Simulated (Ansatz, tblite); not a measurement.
Removing an electron: the cluster SnO₂⁻ (the lowest doublet isomer of a short search). Total charge -1; doublet. Geometry: r2SCAN-D4/def2-TZVPD. Ansatz, gas phase; energy differences of separate SCF runs; the oxidised species is a singlet (the triplet lies 0.17 eV higher at PBE0-D4/def2-TZVPD).

```xyz
3

Sn   -0.224    0.525    0.015
O     0.766   -0.029    1.541
O    -0.542   -0.496   -1.557
```

In the def2 sets Sn takes a core potential; there is no spin–orbit coupling. The xTB rows come from tblite. Correlated methods freeze 6 core orbitals; core or outer-core shells of Sn are correlated, in sets that lack core-valence functions. In CCSD on the charge -1 doublet the largest single amplitude is 0.24, so its Hartree–Fock determinant may place the open shell otherwise than the density functionals do. The structure comes from a short search, and lower isomers may exist.

```csv
level,−HOMO (eV),vertical IE (eV),−LUMO (eV),HOMO–LUMO gap (eV),remarks
GFN1-xTB,–,8.79,–,–,–
GFN2-xTB,–,7.15,–,–,–
PBE-D4/def2-TZVPD,0.14,3.10,-0.76,0.90,restricted SCF unstable in HF (singlet)
r2SCAN-D4/def2-TZVPD,0.44,3.28,-1.02,1.46,restricted SCF unstable in HF (singlet)
PBE0-D4/def2-TZVPD,1.34,3.36,-1.65,2.99,restricted SCF unstable in HF (singlet)
CCSD/def2-TZVPPD,–,3.11,–,–,"large T1 (0.038) (singlet), large T1 (0.079) (-1 doublet), restricted SCF unstable (singlet)"
CCSD(T)/def2-TZVPPD,–,2.88,–,–,"large T1 (0.038) (singlet), large T1 (0.079) (-1 doublet), restricted SCF unstable (singlet)"
```

Run but left out: HF/def2-TZVPPD, MP2/def2-TZVPPD (doublet: a determinant that CCSD turns far, T1 0.079).  HOMO and LUMO are the levels of the spin that leaves or enters (xTB has no such levels and no spin-polarisation term). Other spin states of the ions may lie lower, which would lower the ionisation energy or raise the affinity. Raw xTB energy differences between charge states are shifted by several eV; the methods need an empirical correction for them.
